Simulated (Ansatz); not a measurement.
Frontier orbitals of `BN([SiH2][SiH3])[SiH2]Cl`.

The species carries charge 0 and has multiplicity 1. The geometry is a stationary point of PBE0-D4/def2-TZVP. It is one conformer, not always the lowest. Basis def2-TZVPP, Ansatz.

Orbital energies of one run (eV). Highest occupied ones, from the top: -8.10, -8.84, -9.09, -9.44, -9.55, -9.86, -10.03, -10.39, -10.67, -11.47, -11.54, -12.02, -13.55, -14.79. Empty: -0.87, -0.36, 0.03, 0.42, 0.62, 0.78.

(1) Which functional gave them?
A. HSE06 (plane-wave form)
B. ωB97M-V
C. PBE0
D. LDA (SPW92)

Answers

(1) C. HOMO energies: PBE0 -8.10, HSE06 -7.71, LDA (SPW92) -7.09, ωB97M-V -10.16 eV.
